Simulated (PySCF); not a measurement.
SnH2FBr, SMILES [F][SnH2][Br].

The structure is a stationary point at PBE-D3(BJ)/def2-SVP. The def2 effective core potentials stand for the cores of Sn; spin–orbit coupling is left out.

Computed with TDA-PBE0/def2-SVPD in PySCF.

Vertical excitations. Gas-phase values at a fixed geometry. State labels are in the subgroup Cs.

Computed UV-visible absorptions:
```csv
state,symmetry,energy (eV),λ (nm),f,main pairs
S1,A",5.42,229,0.021,HOMO→LUMO 97 %
S2,A',5.52,224,0.012,HOMO−1→LUMO 98 %
S3,A",6.33,196,0.001,HOMO→LUMO+1 99 %
S4,A',6.57,189,0.000,"HOMO−1→LUMO+1 82 %, HOMO−2→LUMO 16 %"
S5,A",7.01,177,0.015,"HOMO→LUMO+2 56 %, HOMO−3→LUMO 39 %"
S6,A",7.17,173,0.018,"HOMO→LUMO+2 40 %, HOMO−3→LUMO 40 %, HOMO−3→LUMO+1 8 %, HOMO−5→LUMO 6 %"
S7,A',7.22,172,0.071,"HOMO−1→LUMO+2 58 %, HOMO−2→LUMO 19 %, HOMO−2→LUMO+1 10 %"
S8,A',7.28,170,0.067,"HOMO−1→LUMO+2 40 %, HOMO−2→LUMO+1 21 %, HOMO−2→LUMO 21 %, HOMO−4→LUMO 10 %"
S9,A",7.65,162,0.003,HOMO−3→LUMO+1 84 %
S10,A',7.73,160,0.185,"HOMO−2→LUMO+1 61 %, HOMO−2→LUMO 18 %"
T1,A",4.87,254,0,HOMO→LUMO 96 %
T2,A',5.05,245,0,HOMO−1→LUMO 97 %
T3,A',5.94,209,0,HOMO−2→LUMO 90 %
T4,A",6.06,205,0,"HOMO−3→LUMO 70 %, HOMO→LUMO+1 11 %"
```
Triplets are in the Tamm–Dancoff approximation.
